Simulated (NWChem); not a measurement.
System: BCl2, doublet; SMILES Cl[B]Cl

The following NWChem deck was run.

```
start job
memory heap 200 mb stack 900 mb global 1100 mb
geometry units angstroms noautoz
  Cl     1.530211     0.000000    -0.099726
  B      0.000000     0.000000     0.703551
  Cl    -1.530211     0.000000    -0.099726
end
basis spherical
  * library def2-svp
end
dft
  odft
  mult 2
  xc b3lyp
  iterations 150
  mulliken
end
task dft energy
```

In the optimisation the excess spin sits in a1 (C2v, its own frame). Structure relaxed at the PBE0/def2-SVP, spin-unrestricted level. No stability test was run on the SCF state. B3LYP is NWChem's, with the RPA form of VWN correlation.

### Question
Give the results of this calculation. (B3LYP/def2-SVP, spin-unrestricted.) Quantities: basis functions; energy (Ha); highest occupied level (eV); lowest empty minus highest occupied level, either spin (eV); dipole (D); <S²>.

### Answer
| Item | Result |
|---|---|
| number of basis functions | 50 |
| energy (Ha) | -944.97 |
| highest occupied level (eV) | -5.96 |
| lowest empty minus highest occupied level, either spin (eV) | 3.78 |
| dipole (D) | 0.48 |
| <S²> | 0.752 |
